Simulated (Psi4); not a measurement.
## Predicting a hybrid from its neighbours: BaF

BaF has 2 atoms, charge 0, and is taken as a doublet. As SMILES, `[F][Ba]`. The shape is that of a PBE0-D4/def2-TZVP optimisation.

The vertical energy of the quartet above the doublet y, in eV, basis def2-TZVP with a core potential; a is the functional's share of exact exchange. Programs: Psi4 1.11.

```
functional  program     a  y (eV)
     UTPSS     Psi4     0    7.87
     UBLYP     Psi4     0    8.06
    UTPSSh     Psi4   0.1    7.83
    UB3LYP     Psi4   0.2       ?
     UPBE0     Psi4  0.25    7.80
    UBHLYP     Psi4   0.5    7.79
```

Question: Fit y = c + s·a to the known rows and predict UB3LYP.

Answer: 
1. Means of the 5 rows: a = 0.1700, y = 7.870.
2. Σ(Δa)² = 0.178, Σ(Δa·Δy) = -0.0615, so the slope is -0.0615/0.178 = -0.34551.
3. Intercept: 7.870 − (-0.34551) × 0.1700 = 7.929. The largest residual of the fit is 0.13.
4. UB3LYP: 7.929 + (-0.34551) × 0.2 = 7.86 eV.

The run gave 7.99 eV, so the prediction is off by -0.13 eV, about the largest residual. The rows scatter widely about the line, so the trend isn't linear in a. The rows mix families of semi-local functionals, which the line can't see. Spin-orbit coupling is left out.
